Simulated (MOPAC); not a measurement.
A run for MOPAC: PM7 on H4 chain, a point of a bond scan (R = 1.300 Å).

```
PM7 1SCF PRECISE CHARGE=0 THREADS=1
H4

H      0.00000000 1     0.00000000 1     0.00000000 1
H      0.00000000 1     0.00000000 1     1.30000000 1
H      0.00000000 1     0.00000000 1     2.60000000 1
H      0.00000000 1     0.00000000 1     3.90000000 1
```

Output:

```
*******************************************************************************
 **                                                                           **
 **                              MOPAC v23.2.5                                **
 **                                                                           **
 *******************************************************************************
 ** MOPAC's Digital Object Identifier: https://doi.org/10.5281/zenodo.6511958 **
 **                                                                           **
 ** Please cite the open-source release paper for use of this MOPAC version:  **
 ** J. E. Moussa and J. J. P. Stewart (2026)                                  **
 ** MOPAC: An open-source semiempirical molecular orbital program             **
 ** J. Open Source Softw., 11(119), 8025, https://doi.org/10.21105/joss.08025 **
 *******************************************************************************

                              PM7 CALCULATION RESULTS

 *******************************************************************************
 *  PM7        - The PM7 Hamiltonian to be used
 *
 *
 *
 *                 CHARGE ON SYSTEM = 0
 *
 *
 *
 *  PRECISE    - TIGHTER CRITERIA TO BE USED
 *  1SCF       - DO 1 SCF AND THEN STOP
 *  THREADS=1  - MULTI-THREADING NOT USED
 *  T=         - A TIME OF 172800.0 SECONDS REQUESTED
 *  DUMP=N     - RESTART FILE WRITTEN EVERY 7200.0 SECONDS REQUESTED
 *******************************************************************************
PM7 1SCF PRECISE CHARGE=0 THREADS=1
 H4

   ATOM   CHEMICAL          X               Y               Z
  NUMBER   SYMBOL      (ANGSTROMS)     (ANGSTROMS)     (ANGSTROMS)

     1       H          0.00000000  *   0.00000000  *   0.00000000  *
     2       H          0.00000000  *   0.00000000  *   1.30000000  *
     3       H          0.00000000  *   0.00000000  *   2.60000000  *
     4       H          0.00000000  *   0.00000000  *   3.90000000  *



          CARTESIAN COORDINATES

    NO.       ATOM           X           Y           Z

     1         H          0.0000      0.0000      0.0000
     2         H          0.0000      0.0000      1.3000
     3         H          0.0000      0.0000      2.6000
     4         H          0.0000      0.0000      3.9000

 General Reference for PM7:
 "Optimization of Parameters for Semiempirical Methods VI: More Modifications to the
 NDDO Approximations and Re-optimization of Parameters", J. J. P. Stewart, J. Mol. Mod., 1:32, 19 (2013)
 https://link.springer.com/article/10.1007/s00894-012-1667-x

           Empirical Formula: H4  =     4 atoms



      MOLECULAR POINT GROUP   :   D*h


      RHF CALCULATION, NO. OF DOUBLY OCCUPIED LEVELS = 2


 -------------------------------------------------------------------------------
 PM7 1SCF PRECISE CHARGE=0 THREADS=1
 H4



     1SCF WAS SPECIFIED, SO BFGS WAS NOT USED
     SCF FIELD WAS ACHIEVED


                              PM7 CALCULATION
                                                       MOPAC v23.2.5 Linux




          FINAL HEAT OF FORMATION =         91.62519 KCAL/MOL =     383.35978 KJ/MOL


          COSMO AREA              =         52.32 SQUARE ANGSTROMS
          COSMO VOLUME            =         28.71 CUBIC ANGSTROMS

          IONIZATION POTENTIAL    =          9.172971 EV
          HOMO LUMO ENERGIES (EV) =         -9.173  1.767
          NO. OF FILLED LEVELS    =          2
          MOLECULAR WEIGHT        =          4.0316         POINT GROUP:  D*h

          MOLECULAR DIMENSIONS (Angstroms)

            Atom       Atom       Distance
            H     4    H     1     3.90000
            H     4    H     1     0.00000
            H     1    H     2     0.00000


          SCF CALCULATIONS        =          1





   ATOM   CHEMICAL          X               Y               Z
  NUMBER   SYMBOL      (ANGSTROMS)     (ANGSTROMS)     (ANGSTROMS)

     1       H          0.00000000  *   0.00000000  *   0.00000000  *
     2       H          0.00000000  *   0.00000000  *   1.30000000  *
     3       H          0.00000000  *   0.00000000  *   2.60000000  *
     4       H          0.00000000  *   0.00000000  *   3.90000000  *

                             CARTESIAN COORDINATES

   1    H        0.000000000     0.000000000     0.000000000
   2    H        0.000000000     0.000000000     1.300000000
   3    H        0.000000000     0.000000000     2.600000000
   4    H        0.000000000     0.000000000     3.900000000


           Empirical Formula: H4  =     4 atoms



      MOLECULAR POINT GROUP   :   D*h


                  EIGENVALUES
 -13.47703  -9.17297   1.76673   4.73307


              NET ATOMIC CHARGES AND DIPOLE CONTRIBUTIONS

  ATOM NO.   TYPE          CHARGE      No. of ELECS.   s-Pop
    1          H          -0.016457        1.0165     1.01646
    2          H           0.016457        0.9835     0.98354
    3          H           0.016457        0.9835     0.98354
    4          H          -0.016457        1.0165     1.01646
 DIPOLE           X         Y         Z       TOTAL
 POINT-CHG.     0.000     0.000     0.000     0.000
 HYBRID         0.000     0.000     0.000     0.000
 SUM            0.000     0.000     0.000     0.000


          ATOMIC ORBITAL ELECTRON POPULATIONS

     Atom    s
    1  H   1.01646
    2  H   0.98354
    3  H   0.98354
    4  H   1.01646

 **********************
 *                    *
 * JOB ENDED NORMALLY *
 *                    *
 **********************




 == MOPAC DONE ==
```

The run finished.

Cost: roughly 0.04 core-seconds.
